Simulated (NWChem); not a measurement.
hydrogen iodide (HI); SMILES I

```xyz
2

I      0.0000     0.0000     0.0520
H      0.0000     0.0000    -1.5652
```
Atoms are numbered in this order, from 1.

Level: PBE0/def2-SVP with def2 effective core potentials on I (NWChem), optimised geometry, unscaled harmonic frequencies. def2 effective core potentials on I; no spin-orbit coupling.

Problem. List the harmonic frequencies with IR intensities, and the thermochemistry.

Solution. 
```json
[
 {"frequency (cm⁻¹)": "2339", "IR intensity (km/mol)": "0.8"}
]
```

```
Quantity                                                                           Result
-----------------------------------------------------------------------  ----------------
zero-point energy                                                            3.3 kcal/mol
thermal correction to the enthalpy at 298.15 K (with zero-point energy)      5.4 kcal/mol
heat capacity Cv                                                          5.0 cal/(mol K)
entropy at 298.15 K and 1 atm (symmetry number 1)                        49.3 cal/(mol K)
```

Rigid rotor and harmonic oscillator.
